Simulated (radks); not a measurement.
Values are calculated unless marked as measured or tabulated.
Pm2+, configuration [Xe] 4f5 (the NIST ground configuration). Code: a radial shooting solver on a logarithmic mesh with Libxc functionals. Model: Dirac Kohn-Sham, PBE, spin-unpolarised, spherical densities, finite nucleus; open shells fill j = l - 1/2 first; Fermi nuclear charge, rms radius 4.962 fm.

Spin-orbit splittings of the eigenvalues, e(l+1/2) - e(l-1/2), with zeta = 2 splitting/(2l+1) and mean radii in bohr:

shell  occ.  splitting (eV)  zeta (eV)  <r> j=l-1/2  <r> j=l+1/2
2p        6           560.2      373.5      0.08245      0.08896
3p        6           112.7      75.10       0.2498       0.2624
3d       10           24.41      9.766       0.2339       0.2378
4p        6           24.56      16.37       0.6083       0.6369
4d       10           4.363      1.745       0.6829       0.6931
4f        5          0.4717     0.1348        1.031        1.048
5p        6           3.296      2.198        1.620        1.709
